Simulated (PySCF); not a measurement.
## Calculated NMR parameters of N#C[Si]1(C(=O)O)[SiH2]C[SiH2]1

```
Formula                               : C3H7NO2Si3
SMILES                                : N#C[Si]1(C(=O)O)[SiH2]C[SiH2]1
InChI                                 : InChI=1S/C3H7NO2Si3/c4-1-9(3(5)6)7-2-8-9/h2,7-8H2,(H,5,6)
Point group of the computed structure : C1
Degrees of unsaturation               : 4
Carbon signals                        : 3
Proton signals                        : 5
```

Molfile (atoms numbered from 1):
```
C3H7NO2Si3
     RDKit          3D

 16 16  0  0  0  0  0  0  0  0999 V2000
    1.4988   -0.8669    3.2337 N   0  0  0  0  0  0  0  0  0  0  0  0
    1.1844   -0.5630    2.1726 C   0  0  0  0  0  0  0  0  0  0  0  0
    0.5723   -0.0987    0.4711 Si  0  0  0  0  0  4  0  0  0  0  0  0
    2.1811    0.3066   -0.4737 C   0  0  0  0  0  0  0  0  0  0  0  0
    2.1935    0.6640   -1.6278 O   0  0  0  0  0  0  0  0  0  0  0  0
    3.2907    0.1717    0.2542 O   0  0  0  0  0  0  0  0  0  0  0  0
   -1.1835    1.4550    0.2120 Si  0  0  0  0  0  4  0  0  0  0  0  0
   -2.1655    0.0295   -0.6511 C   0  0  0  0  0  0  0  0  0  0  0  0
   -0.9948   -1.5081   -0.5855 Si  0  0  0  0  0  4  0  0  0  0  0  0
    4.0850    0.3962   -0.2613 H   0  0  0  0  0  0  0  0  0  0  0  0
   -1.8593    1.9268    1.4252 H   0  0  0  0  0  0  0  0  0  0  0  0
   -0.9913    2.6177   -0.6591 H   0  0  0  0  0  0  0  0  0  0  0  0
   -2.4198    0.2905   -1.6779 H   0  0  0  0  0  0  0  0  0  0  0  0
   -3.1212   -0.1614   -0.1648 H   0  0  0  0  0  0  0  0  0  0  0  0
   -0.7142   -2.0667   -1.9101 H   0  0  0  0  0  0  0  0  0  0  0  0
   -1.5636   -2.5843    0.2312 H   0  0  0  0  0  0  0  0  0  0  0  0
  1  2  3  0
  2  3  1  0
  3  4  1  0
  4  5  2  0
  4  6  1  0
  3  7  1  0
  7  8  1  0
  8  9  1  0
  9  3  1  0
  6 10  1  0
  7 11  1  0
  7 12  1  0
  8 13  1  0
  8 14  1  0
  9 15  1  0
  9 16  1  0
M  END
```

Computed data (PySCF): coordinates at the GFN2-xTB level, PBE0/pcSseg-1 with gauge-including orbitals. No solvent model, averaged over atoms made equivalent by symmetry, fast rotation or ring inversion, single conformer, non-relativistic Hamiltonian.

Referencing at the same level of theory: TMS for ¹H (31.72 ppm), ¹³C (186.93 ppm), ²⁹Si (349.16 ppm); ¹⁵N (267.73 ppm) vs NH3; H2O for ¹⁷O (336.08 ppm).

```tsv
carbon	δC, type	δH (multiplicity)	HMBC from (2–3 bonds)	span of the C tensor (ppm)
C2	122.1, C	–	H12/H15, H11/H16	340
C4	185.3, C	–	H12/H15, H11/H16	183
C8	-7.3, CH2	H13 0.97 (m); H14 0.94 (m)	H12/H15, H11/H16	32
```

Other nuclei:
| atoms | nucleus | environment | δ (ppm) | σ (ppm) |
| --- | --- | --- | --- | --- |
| H10 | ¹H | hydrogen on an acid hydroxyl oxygen | 6.93 | 24.79 |
| H12/H15 | ¹H | hydrogen on a silicon bonded to C, Si, in a 4-membered ring | 4.94 | 26.77 |
| H11/H16 | ¹H | hydrogen on a silicon bonded to C, Si, in a 4-membered ring | 4.93 | 26.78 |
| Si7/Si9 | ²⁹Si | silicon bonded to C, Si, 2 H, in a 4-membered ring | -44.7 | 393.8 |
| Si3 | ²⁹Si | silicon bonded to 2 C, 2 Si, in a 4-membered ring | -46.2 | 395.4 |
| N1 | ¹⁵N | nitrile nitrogen | 377.1 | -109.4 |
| O5 | ¹⁷O | carbonyl oxygen | 514.2 | -178.1 |
| O6 | ¹⁷O | acid hydroxyl oxygen | 246.4 | 89.7 |

1. Carbon types of the structure: 2 × C, 1 × CH2, leaving 5 H on heteroatoms.
2. δC 185.3: carbonyl carbon.
3. δC 122.1: nitrile carbon; typical of a nitrile.
4. δC -7.3: sp3 CH2 bonded to 2 Si; an electropositive neighbour leaves it electron-rich and shielded.
5. δH 6.93: hydrogen on an acid hydroxyl oxygen; labile proton, position sensitive to the medium.
6. δH 0.97, 0.94: hydrogen on an sp3 CH2 bonded to 2 Si.

OH/NH shifts are gas-phase values; hydrogen bonding in solution moves them, usually downfield. Shifts are as computed. Against solution values, carbons near 30 ppm lie about +3 ppm off and those near 130 ppm about +5 ppm. Of 1211 compounds with measured shifts, 218 miss one by over three times the rms of a fit or turn the order of signals round; such compounds aren't used in these exercises. In solution the two oxygens of a carboxylic acid exchange roles by proton transfer and give one 17O line. Hydrogen bonding in solution shields acid and N–H amide carbonyl oxygens by tens of ppm. The C=O carbon of an acid or of an amide with N–H lies up to 10 ppm further downfield in solution, through hydrogen bonding that the calculation lacks. Unscaled 17O shifts of doubly bonded oxygen tend to come out too high, by tens of ppm or more. Experimental scales use liquid or dissolved standards, which lie at an offset from isolated NH3 (liquid NH3: subtract about 20 ppm) and H2O (liquid H2O: subtract about 36 ppm). Unscaled 15N shifts of sp2 nitrogen come out 20 to 40 ppm too high even then. No couplings were computed; multiplicities are counted from neighbouring protons, with m where these are inequivalent, close in shift, in a saturated or five-membered ring or joined by F or P, and br s for small geminal =CH2 splittings.
